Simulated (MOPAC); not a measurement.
MOPAC input (AM1):

```
AM1 FORCE THERMO(298,298) PRECISE LET CHARGE=-1 GEO-OK AUX(PRECISION=9) THREADS=1
H5O3Si2

O    -0.89606143 1   -1.57389538 1   -0.58640960 1
Si   -0.19815523 1   -0.11549177 1    0.12775194 1
O    -1.68584602 1    0.85579041 1    0.11011539 1
O    -0.31952489 1   -0.63582251 1    1.82232463 1
Si    1.80831962 1    0.79065935 1   -0.68387641 1
H    -1.70175372 1   -1.79320832 1   -0.13414438 1
H    -1.59680170 1    1.69685375 1   -0.31711587 1
H     0.49486080 1   -0.58633120 1    2.30419122 1
H     2.54479568 1    0.19894521 1   -1.79702237 1
H     2.34665021 1    1.99336097 1   -0.05522118 1
```

From the output:

```
     H   10   0.003561   0.003571   0.145808   2.991141

          HEAT OF FORMATION =    -229.502442 KCALS/MOLE

          ZERO POINT ENERGY      35.255 KCAL/MOL

           NORMAL COORDINATE ANALYSIS (Total motion = 1 Angstrom)

   Root No.       1         2         3         4         5         6         7         8

                 1 A"      2 A"      1 A'      2 A'      3 A"      4 A"      3 A'      4 A'

                  78.5     125.7     161.4     190.8     191.7     212.0     221.7     277.0

           1    0.0002   -0.0012   -0.0364    0.0422    0.0020    0.0002    0.0210    0.0191
           2   -0.0089    0.0474    0.0708    0.0145   -0.0324   -0.0101    0.0619    0.0036
           3    0.0078   -0.0420    0.0790    0.0128    0.0304    0.0086    0.0705    0.0034
           4   -0.0001   -0.0001   -0.0368    0.0424    0.0000    0.0001    0.0191    0.0148
           5    0.0025    0.0065   -0.0124    0.0154    0.0422   -0.0055   -0.0321    0.0078
           6   -0.0022   -0.0059   -0.0128    0.0183   -0.0373    0.0052   -0.0359    0.0082
           7    0.0378   -0.0654    0.0052   -0.0416    0.0001   -0.0168   -0.0601   -0.0356
           8   -0.0008    0.0142   -0.0166    0.0246    0.0433   -0.0051   -0.0266    0.0151
           9    0.0009    0.0396   -0.0710   -0.0463    0.0231   -0.0193    0.0666   -0.0331
          10   -0.0379    0.0668    0.0063   -0.0393   -0.0025    0.0168   -0.0603   -0.0342
          11   -0.0022   -0.0357   -0.0677   -0.0488   -0.0209    0.0187    0.0698   -0.0356
          12    0.0018   -0.0201   -0.0239    0.0234   -0.0444    0.0068   -0.0176    0.0126
          13   -0.0000    0.0001    0.0396   -0.0043    0.0002   -0.0002    0.0353   -0.0010
          14    0.0056   -0.0235    0.0177   -0.0041   -0.0224    0.0057   -0.0346   -0.0033
          15   -0.0049    0.0207    0.0196   -0.0057    0.0196   -0.0048   -0.0397   -0.0036
          16    0.0018   -0.0032    0.0357    0.0405    0.0066   -0.0039    0.1221    0.0230
          17   -0.0728    0.1312    0.0896    0.0186   -0.1927    0.1247    0.0901    0.0049
          18    0.0654   -0.1174    0.0969    0.0079    0.1750   -0.1132    0.0956    0.0047
          19    0.0034   -0.0866    0.0429   -0.2091    0.0917    0.2564   -0.0699    0.2489
          20   -0.0108    0.0666   -0.0605    0.0349    0.0568   -0.0371    0.0704   -0.0088
          21   -0.0315    0.0484   -0.0618   -0.1762    0.1029    0.1846    0.1066    0.1843
          22   -0.0040    0.0865    0.0420   -0.1976   -0.1007   -0.2496   -0.0714    0.2434
          23    0.0300   -0.0385   -0.0531   -0.1792   -0.1084   -0.1956    0.0969    0.1915
          24    0.0141   -0.0737   -0.0672    0.0257   -0.0634    0.0242    0.0838    0.0036
          25    0.0074    0.0036    0.1583   -0.0784   -0.0011    0.0005    0.0446   -0.0944
          26   -0.2652   -0.1682   -0.0194    0.0197   -0.0499   -0.0184   -0.0386    0.0254
          27    0.2392    0.1514   -0.0245    0.0214    0.0458    0.0168   -0.0422    0.0310
          28   -0.0075   -0.0025    0.0354   -0.0018    0.0024   -0.0019    0.0349    0.0017
          29    0.2820    0.0726    0.1072   -0.0574   -0.1007    0.0669   -0.0276   -0.0727
          30   -0.2540   -0.0665    0.1193   -0.0695    0.0871   -0.0601   -0.0356   -0.0807

   Root No.       9        10        11        12        13        14        15        16

                 5 A"      5 A'      6 A'      6 A"      7 A'      8 A'      7 A"      9 A'

                 337.8     380.1     381.2     416.1     702.7     806.8     821.7     841.5

           1    0.0016    0.0015   -0.0594    0.0002   -0.0019   -0.0831   -0.0003    0.2834
           2   -0.0579   -0.0060    0.0030   -0.0067   -0.0005   -0.0064    0.0058    0.0034
           3    0.0523   -0.0070    0.0038    0.0061   -0.0002   -0.0080   -0.0044   -0.0027
           4   -0.0005    0.0009   -0.0470   -0.0003    0.0009    0.0235    0.0033   -0.1789
           5    0.0177    0.0263    0.0294    0.0101   -0.0010   -0.0812   -0.1185   -0.0365
           6   -0.0160    0.0292    0.0339   -0.0091   -0.0011   -0.0912    0.1064   -0.0350
           7    0.0307   -0.0068    0.0170    0.0026    0.0001    0.0191    0.0077    0.0061
           8    0.0211    0.0342    0.0305    0.0128    0.0020    0.1448    0.1943    0.0703
           9    0.0174   -0.0030    0.0051    0.0068   -0.0003    0.0006    0.0073    0.0095
          10   -0.0308   -0.0061    0.0165   -0.0027    0.0004    0.0201   -0.0123    0.0099
          11   -0.0161   -0.0078    0.0017   -0.0056   -0.0002   -0.0174    0.0124    0.0025
          12   -0.0220    0.0339    0.0304   -0.0134    0.0019    0.1443   -0.1929    0.0707
          13   -0.0000   -0.0063    0.0695    0.0008   -0.0164   -0.0042   -0.0006    0.0042
          14   -0.0009   -0.0408   -0.0402   -0.0340    0.0164    0.0055    0.0010    0.0001
          15    0.0008   -0.0455   -0.0463    0.0305    0.0187    0.0059   -0.0014   -0.0012
          16   -0.0099   -0.0397   -0.0863   -0.0004    0.0063    0.1556    0.0015    0.1103
          17    0.3670   -0.0170   -0.0040    0.0166    0.0017    0.0581   -0.0242   -0.0393
          18   -0.3308   -0.0178   -0.0032   -0.0148    0.0020    0.0569    0.0231   -0.0445
          19   -0.0693    0.0346   -0.0178   -0.0174    0.0009    0.0163    0.0812    0.0060
          20    0.0371    0.0128   -0.0197    0.0265   -0.0002    0.1284   -0.1475   -0.0842
          21   -0.0554    0.0196   -0.0478   -0.0023   -0.0007   -0.0093   -0.1027   -0.0654
          22    0.0667    0.0338   -0.0189    0.0166    0.0013    0.0156   -0.0787    0.0082
          23    0.0609    0.0179   -0.0472    0.0055   -0.0003   -0.0273    0.0841   -0.0556
          24   -0.0330    0.0135   -0.0239   -0.0267   -0.0002    0.1256    0.1598   -0.0916
          25    0.0010    0.3196   -0.1682   -0.0084    0.4319   -0.0238   -0.0010   -0.0115
          26   -0.0416   -0.1392    0.0328    0.3058   -0.1341    0.0129   -0.0047    0.0036
          27    0.0375   -0.1650    0.0411   -0.2758   -0.1614    0.0116    0.0041    0.0039
          28    0.0014   -0.0150    0.0753   -0.0082    0.0140   -0.0051   -0.0004    0.0033
          29   -0.0537    0.2036   -0.2213    0.3001   -0.3163    0.0157   -0.0074   -0.0195
          30    0.0482    0.2263   -0.2461   -0.2708   -0.3515    0.0200    0.0056   -0.0245

   Root No.      17        18        19        20        21        22        23        24

                 8 A"     10 A'     11 A'     12 A'     13 A'     14 A'      9 A"     15 A'

                1018.4    1023.1    1074.1    2278.4    2282.9    3599.1    3618.5    3619.9

           1    0.0000    0.0110   -0.0098    0.0000   -0.0000    0.0200   -0.0000   -0.0006
           2    0.0006    0.0089   -0.0230    0.0003    0.0000   -0.0345   -0.0001    0.0005
           3   -0.0006    0.0090   -0.0253   -0.0002    0.0001   -0.0388    0.0000    0.0008
           4   -0.0007   -0.0101   -0.0201   -0.0002   -0.0002    0.0007    0.0000    0.0004
           5    0.0254   -0.0030    0.0155    0.0000   -0.0001   -0.0003   -0.0005   -0.0000
           6   -0.0229   -0.0029    0.0178    0.0000   -0.0002   -0.0004    0.0005   -0.0000
           7   -0.0175    0.0130    0.0087    0.0003   -0.0000    0.0006   -0.0170    0.0165
           8   -0.0013   -0.0072   -0.0135   -0.0000   -0.0000    0.0003   -0.0106    0.0107
           9    0.0227   -0.0179   -0.0108    0.0002   -0.0002   -0.0008    0.0207   -0.0208
          10    0.0181    0.0127    0.0085   -0.0003    0.0001    0.0006    0.0180    0.0175
          11   -0.0222   -0.0170   -0.0094   -0.0002    0.0002   -0.0009   -0.0214   -0.0209
          12   -0.0016   -0.0093   -0.0147   -0.0000   -0.0000    0.0002    0.0080    0.0080
          13    0.0001    0.0010    0.0003   -0.0175   -0.0214   -0.0000    0.0001    0.0001
          14   -0.0015    0.0004   -0.0010    0.0058   -0.0143    0.0000    0.0000    0.0000
          15    0.0014    0.0004   -0.0013    0.0070   -0.0150   -0.0000    0.0000    0.0000
          16   -0.0010   -0.2315    0.4952   -0.0007   -0.0006   -0.3337    0.0000    0.0066
          17    0.0114   -0.0589    0.1194    0.0001   -0.0000    0.5590   -0.0004   -0.0112
          18   -0.0107   -0.0588    0.1177   -0.0004   -0.0001    0.6300    0.0001   -0.0123
          19    0.0552   -0.0516   -0.0337    0.0005   -0.0001   -0.0103    0.2718   -0.2704
          20   -0.4133    0.3160    0.1711   -0.0001    0.0000   -0.0069    0.1760   -0.1743
          21   -0.1354    0.0990    0.0515    0.0003   -0.0001    0.0125   -0.3373    0.3343
          22   -0.0469   -0.0453   -0.0301   -0.0004   -0.0000   -0.0108   -0.2890   -0.2809
          23    0.0909    0.0635    0.0323   -0.0004    0.0003    0.0127    0.3490    0.3389
          24    0.4282    0.3242    0.1762   -0.0001    0.0001   -0.0053   -0.1341   -0.1301
          25    0.0000   -0.0015    0.0019   -0.1566    0.2853    0.0001    0.0001    0.0001
          26    0.0029    0.0010   -0.0013   -0.1944    0.3947   -0.0000   -0.0002   -0.0002
          27   -0.0026    0.0008   -0.0018   -0.2113    0.4296   -0.0001    0.0002   -0.0001
          28   -0.0001    0.0009    0.0007    0.6490    0.3187   -0.0001    0.0001    0.0000
          29    0.0054   -0.0055    0.0026    0.0318    0.0059    0.0000    0.0003    0.0003
          30   -0.0048   -0.0057    0.0027    0.0164   -0.0029   -0.0000   -0.0002    0.0000

           MASS-WEIGHTED COORDINATE ANALYSIS (NORMAL COORDINATES)

   Root No.       1         2         3         4         5         6         7         8

                 1 A"      2 A"      1 A'      2 A'      3 A"      4 A"      3 A'      4 A'

                  78.5     125.7     161.4     190.8     191.7     212.0     221.7     277.0

           1    0.0014   -0.0074   -0.1924    0.2630    0.0136    0.0013    0.1003    0.1357
           2   -0.0614    0.2957    0.3748    0.0903   -0.2154   -0.0780    0.2958    0.0256
           3    0.0538   -0.2621    0.4180    0.0800    0.2022    0.0661    0.3369    0.0240
           4   -0.0009   -0.0009   -0.2579    0.3498    0.0001    0.0007    0.1210    0.1392
           5    0.0228    0.0536   -0.0868    0.1274    0.3715   -0.0564   -0.2032    0.0739
           6   -0.0204   -0.0484   -0.0896    0.1510   -0.3282    0.0531   -0.2269    0.0777
           7    0.2609   -0.4085    0.0276   -0.2590    0.0004   -0.1295   -0.2869   -0.2530
           8   -0.0057    0.0888   -0.0876    0.1531    0.2881   -0.0397   -0.1268    0.1077
           9    0.0064    0.2475   -0.3757   -0.2885    0.1537   -0.1489    0.3181   -0.2357
          10   -0.2616    0.4168    0.0334   -0.2450   -0.0163    0.1292   -0.2879   -0.2434
          11   -0.0154   -0.2231   -0.3581   -0.3036   -0.1387    0.1444    0.3332   -0.2533
          12    0.0122   -0.1255   -0.1268    0.1454   -0.2954    0.0525   -0.0839    0.0894
          13   -0.0000    0.0008    0.2780   -0.0357    0.0020   -0.0021    0.2234   -0.0098
          14    0.0515   -0.1943    0.1243   -0.0335   -0.1969    0.0580   -0.2192   -0.0309
          15   -0.0452    0.1714    0.1376   -0.0469    0.1728   -0.0494   -0.2514   -0.0338
          16    0.0032   -0.0050    0.0475    0.0634    0.0110   -0.0075    0.1464    0.0411
          17   -0.1261    0.2056    0.1190    0.0291   -0.3214    0.2414    0.1080    0.0087
          18    0.1132   -0.1840    0.1288    0.0124    0.2920   -0.2191    0.1146    0.0084
          19    0.0059   -0.1357    0.0570   -0.3269    0.1529    0.4962   -0.0837    0.4443
          20   -0.0186    0.1044   -0.0803    0.0546    0.0947   -0.0719    0.0844   -0.0157
          21   -0.0545    0.0758   -0.0821   -0.2755    0.1716    0.3573    0.1278    0.3290
          22   -0.0070    0.1356    0.0558   -0.3089   -0.1679   -0.4831   -0.0856    0.4346
          23    0.0520   -0.0603   -0.0705   -0.2801   -0.1809   -0.3785    0.1162    0.3419
```

The dipole moment of an ion depends on the origin.
